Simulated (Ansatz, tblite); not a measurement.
(PbO)n off: gap (eV) at several levels, gas phase, relaxed structures; Ansatz, xTB through tblite. Clusters are the lowest isomers that short searches found in that spin, judged at the geometry's level. Core potentials for Pb in the def2 sets, no spin–orbit coupling. Singlets are spin-restricted. A dash marks a value that wasn't run or was left out as unsound. The structures are stationary points that may keep the symmetry of their start. Remarks come from the PBE and PBE0 runs and from stability tests at other levels; not every state was tested.

```csv
species,state,geometry,GFN1-xTB,PBE-D4/def2-TZVP,PBE0-D4/def2-SVP,PBE0-D4/def2-TZVP,PBE0-D4/def2-TZVPD,remarks
PbO2 (with an O–O bond),singlet,r2SCAN-D4/def2-TZVP,2.35,1.15,3.27,3.39,3.41,–
Pb3O2,singlet,PBE-D4/def2-SVP,1.97,1.50,2.77,2.71,2.69,–
Pb2O3 (with an O–O bond),singlet,PBE-D4/def2-SVP,4.03,2.72,4.79,4.77,–,–
Pb4O3,singlet,PBE-D4/def2-SVP,2.79,1.77,3.15,3.08,3.06,restricted SCF unstable in HF
```

Question: Estimate the column for r2SCAN-D4/def2-TZVP.

Answer: PbO2 (with an O–O bond) 1.59; Pb3O2 1.68; Pb2O3 (with an O–O bond) 3.13; Pb4O3 2.09.

Over the 3 species that have every level, the mean is 2.37 at GFN1-xTB, 1.47 at PBE-D4/def2-TZVP, 1.79 at r2SCAN-D4/def2-TZVP, 3.06 at PBE0-D4/def2-SVP, 3.06 at PBE0-D4/def2-TZVP, 3.05 at PBE0-D4/def2-TZVPD. Orbital gaps grow with the share of exact exchange and aren't one observable across functionals.
